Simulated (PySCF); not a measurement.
## Basis-set dependence of GeO at MP2

PySCF, RHF reference; singlet, unpaired electrons none; De to Ge + O without counterpoise correction. Frozen cores follow the default of each basis and core potential.

| basis | relativity | functions | Re (Å) | ωe (cm⁻¹) | De (eV) | frozen orbitals |
| --- | --- | --- | --- | --- | --- | --- |
| x2c-SVPall | spin-free X2C | 46 | 1.643 | 955 | 6.81 | 10 |
| def2-TZVPP | no relativity | 79 | 1.643 | 957 | 7.32 | 10 |
| def2-TZVPPD | no relativity | 94 | 1.646 | 950 | 7.41 | 10 |

How does each smaller set differ from the one with most functions, def2-TZVPPD?

x2c-SVPall: -0.3 pm, +0.5 % in ωe, -0.60 eV in De; def2-TZVPP: -0.3 pm, +0.7 % in ωe, -0.09 eV in De. All at MP2; the set with most functions is neither the basis-set limit nor always the best. The rows treat relativity differently, so the differences are not basis effects alone.

Correlated steps freeze 10 core orbitals. Correlated levels converge slowly with the basis: in double zeta they bind strong bonds too weakly, by up to about 1 eV, and carry superposition errors of some tenths. Where the molecule has an RHF reference, its open-shell atoms are computed with UHF.
